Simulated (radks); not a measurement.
All-electron atom: Mn4+ in [Ar] 3d2 4f1 (not the ground configuration). Calculated with a radial shooting solver on a logarithmic mesh with Libxc functionals: scalar-relativistic Kohn-Sham, SCAN, spin-polarised, spherical densities, finite nucleus; open shells are filled with parallel spins first; meta-GGA in the generalised Kohn-Sham scheme; Fermi nuclear charge, rms radius 3.7057 fm.

Local quantities along the radius. ELF = 1/(1 + alpha^2) is the electron localisation function; alpha = (tau - tau_W)/tau_unif compares the Pauli kinetic energy density with that of the uniform gas (summed over spins). tau is taken from the large components.

r (bohr),ELF,alpha
0.002309,1.000,0.01594
0.00303,1.000,0.01631
0.003977,1.000,0.01706
0.005263,1.000,0.01835
0.006908,1.000,0.02034
0.009067,0.999,0.02345
0.0119,0.999,0.02840
0.01562,0.999,0.03666
0.0205,0.997,0.05136
0.02713,0.993,0.08106
0.03561,0.980,0.1440
0.04674,0.920,0.2949
0.06135,0.693,0.6661
0.08053,0.355,1.347
0.1057,0.292,1.558
0.1387,0.527,0.9474
0.1836,0.785,0.5237
0.241,0.832,0.4493
0.3163,0.594,0.8259
0.4151,0.155,2.339
0.5449,0.357,1.341
0.7153,0.789,0.5172
0.9464,0.819,0.4693
1.242,0.597,0.8208
1.63,0.093,3.118
2.14,0.009,10.71
2.809,0.017,7.590
3.687,0.022,6.685
4.879,0.011,9.606
6.404,0.002,25.60
8.405,0.000,151.9

On this mesh the ELF has minima near r = 0.092, 0.42 bohr, which separate the shells, and maxima near 0.24 (0.83), 0.82 (0.83).

Self-consistent cycle (total energy in hartree, residual of the potential): 1: -1150.012742, 6e+00; 2: -1151.951859, 3e+00; 3: -1152.930032, 8e-01; 4: -1152.935947, 5e-01; 5: -1152.941103, 4e-02; 6: -1152.941721, 1e-02; 7: -1152.941691, 5e-03; 8: -1152.941676, 6e-04; 9: -1152.941678, 3e-04; 10: -1152.941679, 2e-04; 11: -1152.941679, 1e-04; 12: -1152.941679, 4e-05; 13: -1152.941679, 6e-06; 14: -1152.941679, 5e-06; 15: -1152.941679, 4e-06; 16: -1152.941679, 4e-07.
